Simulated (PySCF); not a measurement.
## Potential energy of BeHg along the bond

Set-up: basis Be cc-pVDZ, Hg cc-pVDZ-PP with ECP60; scalar-relativistic core potentials; PySCF 2.14. Energies in eV from Be + Hg in their ground configurations at the same level. State: ¹Σ⁺ (singlet), closed shell.

```
R (Å)     PW91     PBE0   PBEsol
2.553  -0.1326  -0.0303  -0.2269
2.671  -0.1565  -0.0682  -0.2398
2.790  -0.1625  -0.0866  -0.2355
2.879  -0.1599  -0.0922  -0.2255
2.968  -0.1533  -0.0931  -0.2121
3.057  -0.1445  -0.0910  -0.1968
3.176  -0.1309  -0.0853  -0.1752
3.324  -0.1132  -0.0758  -0.1485
3.502  -0.0931  -0.0636  -0.1192
3.740  -0.0705  -0.0488  -0.0866
```

**Question.** Put a parabola through the three lowest points of the PW91 curve and estimate Re, k and ωe (reduced mass 8.627 u; 1 eV/Å² = 0.16022 mdyn/Å; ωe = 1302.8·√(k/μ) cm⁻¹).

**Answer.** Through R = 2.671, 2.79, 2.879 Å the second-order coefficient is 0.383 eV/Å², so Re ≈ 2.796 Å, k ≈ 0.123 mdyn/Å and ωe ≈ 155 cm⁻¹. A polynomial fit of higher order to the unrounded PW91 energies gives Re = 2.788 Å, k = 0.119 mdyn/Å, ωe = 153 cm⁻¹; anharmonicity and rounding make the difference.

The higher-order fit for each curve: PW91: Re = 2.788 Å, ωe = 153 cm⁻¹, De = 0.163 eV; PBE0: Re = 2.946 Å, ωe = 116 cm⁻¹, De = 0.093 eV; PBEsol: Re = 2.692 Å, ωe = 185 cm⁻¹, De = 0.240 eV.

Closed-shell solutions of metal pairs were not tested for spin polarisation, which can lower them a little. The bond is weak. Basis-set superposition, not corrected here, can be much of De in a small basis, most of all at correlated wavefunction levels. Functionals without a dispersion term scatter widely for such bonds, and LDA overbinds them. Spin–orbit coupling is left out.
